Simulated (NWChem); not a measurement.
Species: C2H5FOSi; SMILES F/C=C/O[SiH3]

```xyz
10

F      0.2748     2.8769    -0.0425
C     -0.4094     1.7344    -0.0889
C      0.1866     0.5691     0.1633
O     -0.5049    -0.5931     0.1575
Si     0.1518    -2.1198    -0.0721
H     -1.4681     1.8442    -0.3369
H      1.2563     0.5419     0.4113
H     -0.9270    -3.0790     0.2759
H      1.3345    -2.2926     0.8252
H      0.5829    -2.3055    -1.4896
```
Atoms are numbered in this order, from 1.

Computed with NWChem. Structure relaxed at the PBE0/def2-SVP level. Total energies compare along this basis series because the functional is fixed.

```json
[
 {"level": "PBE0/def2-SVP", "basis functions": "99", "energy (Ha)": "-543.0812", "highest occupied level (eV)": "-6.62", "orbital gap (eV)": "7.00", "dipole (D)": "1.65", "relative time": "1"},
 {"level": "PBE0/def2-SVPD", "basis functions": "150", "energy (Ha)": "-543.1016", "highest occupied level (eV)": "-6.81", "orbital gap (eV)": "6.67", "dipole (D)": "1.77", "relative time": "5"},
 {"level": "PBE0/def2-TZVP", "basis functions": "191", "energy (Ha)": "-543.4846", "highest occupied level (eV)": "-6.73", "orbital gap (eV)": "6.63", "dipole (D)": "1.64", "relative time": "6"},
 {"level": "PBE0/def2-TZVPP", "basis functions": "236", "energy (Ha)": "-543.4858", "highest occupied level (eV)": "-6.73", "orbital gap (eV)": "6.63", "dipole (D)": "1.65", "relative time": "8"}
]
```

Times are rough ratios from one shared machine.
